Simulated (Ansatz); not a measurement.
Isolated molecules relaxed with PBE0-D4/def2-TZVP in Ansatz; ΔE leaves out vibrations. CCSD(T)/CBS adds triple-zeta CCSD(T) − MP2 to the extrapolated MP2 energy (def2 sets, frozen cores). This one scheme is used for every species, atoms too. DFT in def2-TZVPP. B3LYP here is the variant with VWN-RPA as its local correlation; programs differ in this. Open shells (•) are unrestricted, without spin–orbit coupling. Spin–orbit coupling would lower the free atoms: a little for C, F, O, Si. Each species was taken in one conformer, which may not be the lowest.

`CO[Si]F` → C• + F• + 3 H• + O• + Si•  (atomization)

What is ΔE at CCSD(T)/CBS? (An estimate is asked.)

The calculation gave: +2775.6 kJ/mol.

What do these levels give: LDA (SPW92), PBE-D4, PBE0-D4, B3LYP-D4, B3LYP, r2SCANh, CAM-B3LYP, CCSD(T)/def2-SVP, MP2/def2-TZVPP, CCSD(T)/def2-TZVPP, HF/CBS(def2), CCSD/CBS(def2)? (An estimate is asked.)

Computed: LDA (SPW92) 3191.8, PBE-D4 2821.6, PBE0-D4 2745.4, B3LYP-D4 2763.6, B3LYP 2745.0, r2SCANh 2734.1, CAM-B3LYP 2775.9, CCSD(T)/def2-SVP 2578.1, MP2/def2-TZVPP 2766.1, CCSD(T)/def2-TZVPP 2694.3, HF/CBS(def2) 1996.3, CCSD/CBS(def2) 2730.9 kJ/mol.

Largest T1 diagnostic among the species: 0.014.

From PBE to PBE0 (25 % exact exchange), in def2-TZVPP and without D4, ΔE moves by −74.2 kJ/mol: exact exchange takes away binding that semilocal exchange gives to molecules. At CCSD(T), def2-SVP lies −197.5 kJ/mol from the extrapolated value and def2-TZVPP −81.2 kJ/mol: correlation converges slowly with the basis, and small sets miss more of it in the bonded molecule than in its fragments.

For atomizations the MP2-based limit and the directly extrapolated one differ by several kJ/mol either way, and by 10 to 25 for some Ge, Se and Sn compounds, so smaller differences from it don't rank the levels.
